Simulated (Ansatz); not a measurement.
C$_{3}$H$_{6}$BF, SMILES `CC1CB1F`. Charge 0, multiplicity 1.

```json
{"atom": "C1", "x (Å)": "-0.901", "y (Å)": "-1.026", "z (Å)": "0.334"}
{"atom": "C2", "x (Å)": "0.028", "y (Å)": "0.148", "z (Å)": "0.522"}
{"atom": "C3", "x (Å)": "0.311", "y (Å)": "1.104", "z (Å)": "-0.713"}
{"atom": "B4", "x (Å)": "1.402", "y (Å)": "0.256", "z (Å)": "-0.101"}
{"atom": "F5", "x (Å)": "2.648", "y (Å)": "-0.150", "z (Å)": "-0.144"}
{"atom": "H6", "x (Å)": "-0.788", "y (Å)": "-1.752", "z (Å)": "1.143"}
{"atom": "H7", "x (Å)": "-0.695", "y (Å)": "-1.552", "z (Å)": "-0.603"}
{"atom": "H8", "x (Å)": "-1.948", "y (Å)": "-0.708", "z (Å)": "0.308"}
{"atom": "H9", "x (Å)": "-0.145", "y (Å)": "0.703", "z (Å)": "1.443"}
{"atom": "H10", "x (Å)": "-0.140", "y (Å)": "0.805", "z (Å)": "-1.657"}
{"atom": "H11", "x (Å)": "0.229", "y (Å)": "2.172", "z (Å)": "-0.531"}
```

Task: Give the diagnostics of a CCSD(T)/def2-TZVPP run (frozen core, Ansatz 0.2.0). (Best estimate.)

Result: Ansatz gave: T1 = 0.0113, largest single amplitude 0.024, largest double 0.019, (T) share of the correlation energy 3.7 %, 9 CCSD cycles. The RHF solution is stable towards an unrestricted one. T1 lies under the customary mark of 0.02 for closed shells.
